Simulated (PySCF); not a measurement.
SCF from a fresh guess for quartet PtO₂⁻, at the B3LYP minimum. PySCF input:

```python
from pyscf import gto, scf, dft
mol = gto.M(atom='''
Pt    -0.045670    -0.000000     0.000000
O      0.278360     1.830340    -0.000000
O      0.278360    -1.830340     0.000000''',
    basis={'Pt': 'def2-SVPD', 'O': 'def2-SVPD'},
    ecp={'Pt': 'def2-SVPD'},
    charge=-1, spin=3)
mf = dft.UKS(mol, xc='B3LYP')
mf.grids.atom_grid = (50, 194)
aux = {'Pt': 'def2-universal-JKFIT', 'O': 'def2-universal-JKFIT'}
mf = mf.density_fit(auxbasis=aux)
mf.conv_tol = 1e-08
mf.diis_space = 10
mf.max_cycle = 60
mf.init_guess = 'minao'
mf.verbose = 4
mf.kernel()
```

Excerpt of the output (cycles alone):

```
init E= -257.996477094676
cycle= 1 E= -269.199962286604  delta_E= -11.2  |g|= 0.878  |ddm|= 5.69
cycle= 2 E= -260.02899503685  delta_E= 9.17  |g|= 3.32  |ddm|= 70.6
cycle= 3 E= -269.425133680174  delta_E= -9.4  |g|= 0.749  |ddm|= 70.5
cycle= 4 E= -269.635031006  delta_E= -0.21  |g|= 0.363  |ddm|= 1.04
cycle= 5 E= -269.69036906469  delta_E= -0.0553  |g|= 0.0562  |ddm|= 0.457
cycle= 6 E= -269.692131651819  delta_E= -0.00176  |g|= 0.0127  |ddm|= 0.0739
cycle= 7 E= -269.692346932279  delta_E= -0.000215  |g|= 0.00618  |ddm|= 0.041
cycle= 8 E= -269.692457934615  delta_E= -0.000111  |g|= 0.00403  |ddm|= 0.0335
cycle= 9 E= -269.692553626785  delta_E= -9.57e-05  |g|= 0.00476  |ddm|= 0.0423
cycle= 10 E= -269.692648684021  delta_E= -9.51e-05  |g|= 0.00286  |ddm|= 0.0634
cycle= 11 E= -269.692673760755  delta_E= -2.51e-05  |g|= 0.000324  |ddm|= 0.0411
cycle= 12 E= -269.692674963314  delta_E= -1.2e-06  |g|= 0.000137  |ddm|= 0.00908
cycle= 13 E= -269.692675059917  delta_E= -9.66e-08  |g|= 2.9e-05  |ddm|= 0.00324
cycle= 14 E= -269.692675061545  delta_E= -1.63e-09  |g|= 9.67e-06  |ddm|= 0.000154
Extra cycle  E= -269.692675061319  delta_E= 2.26e-10  |g|= 2.92e-05  |ddm|= 4.16e-05
converged SCF energy = -269.692675061319  <S^2> = 3.7836136  2S+1 = 4.0167716
```

No lower solution of this spin was found from smeared starts or by a stability analysis within the unrestricted form.

Other spin states or occupations of the open shell can lie lower. No spin–orbit coupling is included, which matters more the heavier the element.

The search for the lowest solution, 3 starts and the stability check together, took 20 s on 2 threads of a shared Arm Neoverse N1 host, with 81 basis functions; the process peaked at 0.36 GiB. Launch command: `OMP_NUM_THREADS=2 python axn.py task.json out`.
